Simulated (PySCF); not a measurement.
This PySCF input asks for the NMR shieldings of `CC[C@@H](C#N)B(Cl)Cl`, C4H6BCl2N; the geometry comes from GFN2-xTB.

```python
import basis_set_exchange as bse
import numpy as np
from pyscf import gto, dft
from pyscf.prop import nmr

atoms = """
C    -1.856439   -0.418833   -0.044067
C    -0.444087   -0.439723   -0.614788
C     0.498461    0.501927    0.166368
C     0.626167    0.021655    1.525863
N     0.724795   -0.380914    2.590898
B     1.984312    0.635337   -0.440444
Cl    2.620852   -0.573639   -1.470291
Cl    2.955173    1.986626   -0.024177
H    -2.497260   -1.092667   -0.607131
H    -2.280091    0.582240   -0.098622
H    -1.853288   -0.735532    0.996587
H    -0.461609   -0.123163   -1.659238
H    -0.046398   -1.455226   -0.579476
H     0.028734    1.491441    0.236352
"""
names = dict.fromkeys(["C", "N", "B", "Cl", "H"], "pcSseg-1")
basis = {el: gto.basis.parse(bse.get_basis(n, elements=[el], fmt="nwchem")) for el, n in names.items()}
mol = gto.M(atom=atoms, basis=basis, charge=0, verbose=0)
mf = dft.RKS(mol, xc="PBE0")
mf.grids.level = 2
mf.grids.alignment = dft.numint.BLKSIZE   # the property module wants whole blocks of grid points
mf.conv_tol = 1e-9
mf.kernel()

calc = nmr.RKS(mf)   # GIAO
C = mf.mo_coeff
Co = C[:, mf.mo_occ > 0]
resp = mf.gen_response(singlet=True, hermi=2)
def vind(x):   # induced exchange potential for any number of trial vectors
    d = np.einsum("pi,xij,qj->xpq", C, 2 * x.reshape(-1, C.shape[1], Co.shape[1]), Co, optimize=True)
    return np.einsum("xpq,pi,qj->xij", resp(d - d.transpose(0, 2, 1)), C, Co, optimize=True).ravel()
mo1, _ = nmr.rhf.solve_mo1(calc, with_cphf=vind)
sigma = calc.kernel(mo1)
for i, s in enumerate(sigma):   # ppm
    print("%2d %-2s %9.2f" % (i, mol.atom_pure_symbol(i), np.trace(s) / 3))
```

Question: Give the expected output.

Answer: 
```
 0 C     171.30
 1 C     158.28
 2 C     154.47
 3 C      65.10
 4 N     -36.26
 5 B      40.72
 6 Cl    665.59
 7 Cl    651.34
 8 H      30.36
 9 H      30.89
10 H      29.99
11 H      30.14
12 H      29.77
13 H      29.41
```

These numbers come from an equivalent density-fitted implementation of the same equations, which agrees with the script to about 0.01 ppm for H and up to a few tenths of a ppm for heavy atoms, so last digits may differ.

Size and cost of the density-fitted run: 180 basis functions, 36 s wall time on 1 thread of an Arm Neoverse V1, shared host; peak memory 0.81 GiB.
